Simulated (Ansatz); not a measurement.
`FC(F)(F)C[O][Ge]([Cl])([Cl])[Cl]`, charge 0, multiplicity 1.

Task: Give a relaxed structure at PBE0-D4/def2-TZVP (the Gaussian-basis code of Ansatz). (Best estimate.)

Result: Computed: 
Z-matrix (Å, degrees):
```
C
F 1 1.339
F 1 1.332 2 108.0
F 1 1.332 2 108.0 3 116.3
C 1 1.514 2 109.1 3 -121.8
O 5 1.403 1 108.1 2 -179.9
H 5 1.095 1 107.4 2 58.7
H 5 1.095 1 107.5 2 -58.6
Ge 6 1.750 5 120.6 1 -178.8
Cl 9 2.102 6 106.3 5 179.8
Cl 9 2.122 6 109.6 5 59.4
Cl 9 2.122 6 109.7 5 -59.8
```
Point group Cs.
This is one stationary point; other conformers may exist.
